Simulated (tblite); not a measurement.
Compound: C6H6ClFO.
Numbering: `[CH2:1]=[CH:2][C@@:3]1([F:4])[CH2:5][C@@H:6]1[C:7](=[O:8])[Cl:9]` (hydrogens: H10, H11 on C1; H12 on C2; H13, H14 on C5; H15 on C6)

Structure used (GFN2-xTB), in Å, numbered top down from 1:
```
atom  x, y, z in Å
C1     2.458    0.870   -0.456
C2     1.511    0.120    0.083
C3     0.228   -0.179   -0.577
F4     0.123    0.335   -1.831
C5    -0.530   -1.433   -0.312
C6    -1.054   -0.142    0.276
C7    -2.257    0.444   -0.321
O8    -2.782    0.179   -1.350
Cl9   -2.931    1.713    0.724
H10    3.384    1.059    0.058
H11    2.338    1.312   -1.430
H12    1.626   -0.328    1.059
H13   -0.109   -2.165    0.358
H14   -1.096   -1.834   -1.140
H15   -0.913    0.058    1.329
```

All values are computed: GFN2-xTB (tblite) harmonic vibrations without scaling, gas phase. Against measured fundamentals such values can be off by several per cent, at times by over 20. One conformer, not necessarily the lowest.

Harmonic wavenumbers (cm⁻¹): 39.5, 67.8, 121.8, 135.0, 237.4, 279.3, 317.7, 381.5, 422.0, 453.5, 489.6, 619.8, 684.3, 720.9, 740.0, 865.6, 889.8, 901.3, 910.3, 983.9, 1011.1, 1021.4, 1055.0, 1067.3, 1088.9, 1219.6, 1257.4, 1289.3, 1352.5, 1398.7, 1427.7, 1691.3, 1824.9, 3077.6, 3081.2, 3095.6, 3119.5, 3121.0, 3152.6.

A = 2476, B = 830.9, C = 756.3 MHz; mass 148.009 u (most abundant isotopes); point group C1, symmetry number 1.

**Question.** What is the zero-point energy?

**Answer.** Half the sum of the wavenumbers: 22807 cm⁻¹ = 272.83 kJ/mol.

**Question.** Give the ideal-gas entropy at 273.15 K and 1 bar in the rigid-rotor, harmonic-oscillator model (classical rotation).

**Answer.** Translation 169.36, rotation 123.23, vibration 99.48: S = 392.1 J/(mol K).

**Question.** And Cp and H(273.15 K) − H(0)?

**Answer.** Cp = 136.42 J/(mol K), of which vibrations give 103.16 (their classical limit is 39 R = 324.3); H(273.15 K) − H(0) = 23.27 kJ/mol without the zero-point energy, 14.19 from vibrations.

**Question.** What must be added to the electronic energy to get the Gibbs energy at 273.15 K and 1 bar?

**Answer.** ZPE + [H(273.15 K) − H(0)] − T·S = 272.83 + 23.27 − 107.09 = 189.01 kJ/mol.

**Question.** Which modes carry the vibrational entropy at 273.15 K?

**Answer.** 39.5 cm⁻¹: 21.38; 67.8 cm⁻¹: 16.92; 121.8 cm⁻¹: 12.15; 135.0 cm⁻¹: 11.32; 237.4 cm⁻¹: 6.98; 279.3 cm⁻¹: 5.82 J/(mol K); the other 33 give 24.91 together.

**Question.** Blend soft modes into free rotors: weight 1/[1 + (100 cm⁻¹/ν̃)⁴] for the oscillator and the rest for a rotor with moment μB/(μ + B), μ = h/(8π²ν), B = 10⁻⁴⁴ kg m². What vibrational entropy results?

**Answer.** 90.05 J/(mol K) in place of 99.48, which changes −T·S at 273.15 K by +2.58 kJ/mol.

**Question.** How do the functions run with temperature in this model?

**Answer.** 
```csv
T (K),S (J/(mol K)),Cp (J/(mol K)),H − H(0) (kJ/mol),G − H(0) (kJ/mol),ln q(vib)
150,325.5,90.5,9.32,-39.51,2.89
250,380.4,127.7,20.22,-74.88,5.19
298.15,404.4,145.7,26.80,-93.78,6.29
400,452.2,180.4,43.46,-137.43,8.61
600,535.5,229.9,84.87,-236.43,13.06
900,637.8,273.4,161.00,-413.02,19.23
```

q(vib) and H(0) count from the zero-point level.

Hindered rotation and anharmonicity are outside this model. Other conformers, if any are populated, would add a mixing term that is left out. The structure is chiral; the term R ln 2 for an equal mix with its mirror image is left out.

Hardware: Arm Neoverse V2, one thread, no GPU (shared host). Cost: 0.43 s of wall time. The figure is for the frequency step alone.
